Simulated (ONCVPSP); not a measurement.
An all-electron radial function and its pseudo partner (rhodium (Rh))

Columns: radius, all-electron u(r) and pseudo u(r) of the 4s shell (level -103.46 eV) of rhodium in the configuration [Ar] 3d10 4s2 4p6 4d7; PBE, scalar-relativistic, ONCV scheme, ONCVPSP 4.0.1.

```
r (bohr)  all-electron  pseudo
   0.100        0.4169  0.0872
   0.200       -0.2896  0.1944
   0.300       -0.6491  0.3336
   0.400       -0.3471  0.5031
   0.500        0.1890  0.6879
   0.600        0.6687  0.8640
   0.700        0.9888  1.0057
   0.800        1.1481  1.0937
   0.900        1.1804  1.1193
   1.000        1.1281  1.0858
   1.100        1.0274  1.0059
   1.200        0.9048  0.8970
   1.300        0.7776  0.7759
   1.400        0.6563  0.6562
   1.500        0.5463  0.5463
   1.600        0.4497  0.4497
   1.700        0.3670  0.3670
   1.800        0.2975  0.2975
   1.900        0.2397  0.2397
   2.000        0.1922  0.1922
   2.100        0.1534  0.1534
   2.200        0.1221  0.1221
   2.300        0.0969  0.0969
   2.400        0.0766  0.0766
   2.500        0.0605  0.0605
   2.600        0.0476  0.0476
```

**Question.** How many radial nodes do the two functions have?

**Answer.** The all-electron 4s function has n − l − 1 = 3 (the table is too coarse to show those close to the nucleus); the pseudo-wave has 0, since the states of the same l below it are removed with the core.

**Question.** At about which radius was the pseudo-wave matched?

**Answer.** 1.50 bohr, where the columns begin to agree (steps of 0.10 bohr).

**Question.** Where does each function peak?

**Answer.** Outermost all-electron maximum near 0.90 bohr, pseudo maximum near 0.90 bohr (to the table’s step).

**Question.** Is the pseudo-wave norm-conserving?

**Answer.** Yes: the ONCV scheme keeps the norm inside the radius equal to the all-electron one, which fixes the energy derivative of the logarithmic derivative at the level.
